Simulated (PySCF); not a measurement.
Simulation results for C₂H₇NSi, CH₅B₂Cl

Calculation on a computer-drawn molecule: optimised geometry and harmonic frequencies of an isolated molecule of the commonest isotopes, restricted reference for singlets and unrestricted otherwise, frozen core in MP2. Program: PySCF 2.14.0.

Common to all runs: charge 0; multiplicity 1; method HF; basis cc-pV(D+d)Z.

(1) C₂H₇NSi

Start structure:
```xyz
11
C2H7NSi
C     -1.5731    -0.0273    -0.4778
Si    -0.8246    -1.1784     0.6025
C     -1.6059    -2.6763     1.4083
N      0.8190    -1.1976     1.1508
H     -1.1513     0.7845    -0.9219
H     -2.6508    -0.0173    -0.5881
H     -2.6649    -2.7726     1.2530
H     -1.1826    -3.6559     0.9603
H     -1.4095    -2.7546     2.4509
H      1.3574    -2.0296     1.2292
H      1.4601    -0.4684     0.6745
```

```
rotational constants                          : 6.73, 6.037, 3.247 GHz
total energy                                  : -423.1876 hartree
convergence status largest gradient component : 1.535e-05 hartree/bohr
```

Drawn bonds:
| atom | other atom | order |
| --- | --- | --- |
| 1 | 2 | 2 |
| 2 | 3 | 1 |
| 2 | 4 | 1 |
| 1 | 5 | 1 |
| 1 | 6 | 1 |
| 3 | 7 | 1 |
| 3 | 8 | 1 |
| 3 | 9 | 1 |
| 4 | 10 | 1 |
| 4 | 11 | 1 |

Optimised structure:
```xyz
11
C2H7NSi
C     -1.5976    -0.0572    -0.3565
Si    -0.7960    -1.2212     0.5650
C     -1.6062    -2.7010     1.3596
N      0.8632    -1.2194     0.9056
H     -1.1120     0.7981    -0.8121
H     -2.6659    -0.1364    -0.5254
H     -2.6757    -2.7065     1.1433
H     -1.1733    -3.6323     0.9841
H     -1.4735    -2.6837     2.4448
H      1.3178    -1.9192     1.4556
H      1.4930    -0.5146     0.5778
```

Modes:
| frequency (cm⁻¹) | reduced mass (dalton) |
| --- | --- |
| 101.8 | 1.17 |
| 131.5 | 1.028 |
| 238.3 | 2.323 |
| 268.2 | 2.325 |
| 270.2 | 4.916 |
| 326 | 1.055 |
| 554.1 | 1.052 |
| 689.1 | 2.84 |
| 700.4 | 1.302 |
| 702.9 | 1.215 |
| 825.7 | 1.798 |
| 849.9 | 1.261 |
| 892.2 | 1.434 |
| 945.2 | 3.239 |
| 1124 | 3.844 |
| 1395 | 1.261 |
| 1489 | 1.235 |
| 1551 | 1.05 |
| 1554 | 1.048 |
| 1682 | 1.124 |
| 3174 | 1.036 |
| 3249 | 1.101 |
| 3274 | 1.101 |
| 3291 | 1.057 |
| 3378 | 1.112 |
| 3806 | 1.05 |
| 3908 | 1.098 |

(2) CH₅B₂Cl

Start structure:
```xyz
9
CH5B2Cl
B     -0.0064     0.3452    -0.0605
C     -0.0377     1.8621    -0.6529
B      1.2394     2.1124    -1.4572
Cl     2.6040     2.7497    -0.7065
H      0.4213     0.1701     0.9453
H     -0.2661    -0.5659    -0.8082
H     -0.9040     1.8900    -1.2594
H     -0.1255     2.4997     0.1596
H      1.3465     1.7405    -2.5458
```

```
total energy : ?
```

Drawn bonds:
| atom | other atom | order |
| --- | --- | --- |
| 1 | 2 | 1 |
| 2 | 3 | 1 |
| 3 | 4 | 1 |
| 1 | 5 | 1 |
| 1 | 6 | 1 |
| 2 | 7 | 1 |
| 2 | 8 | 1 |
| 3 | 9 | 1 |

Questions
1. Give the missing total energy for CH₅B₂Cl (entry 2).

Calculated values
1. -549.6856 hartree

Further results for CH₅B₂Cl (entry 2):

```
rotational constants                          : 20.04, 2.531, 2.508 GHz
convergence status largest gradient component : 2.563e-05 hartree/bohr
```

Optimised structure:
```xyz
9
CH5B2Cl
B     -0.0397     0.3062    -0.0900
C      0.0673     1.8194    -0.5220
B      1.2686     2.0795    -1.4854
Cl     2.6256     3.1170    -1.0118
H     -0.1433    -0.0115     1.0621
H     -0.0387    -0.5561    -0.9268
H     -0.8288     1.9479    -1.1560
H      0.0196     2.5151     0.3148
H      1.3411     1.5862    -2.5705
```

Modes:
| frequency (cm⁻¹) | reduced mass (dalton) |
| --- | --- |
| 60.95 | 3.283 |
| 127.6 | 1.079 |
| 275.6 | 2.27 |
| 341.8 | 3.622 |
| 683.3 | 1.413 |
| 737 | 1.53 |
| 822.4 | 1.37 |
| 891.7 | 2.04 |
| 967.3 | 1.509 |
| 1055 | 2.151 |
| 1082 | 2.117 |
| 1171 | 1.321 |
| 1174 | 1.471 |
| 1319 | 1.26 |
| 1344 | 1.502 |
| 1520 | 1.124 |
| 2671 | 1.053 |
| 2743 | 1.126 |
| 2759 | 1.096 |
| 3099 | 1.068 |
| 3262 | 1.091 |
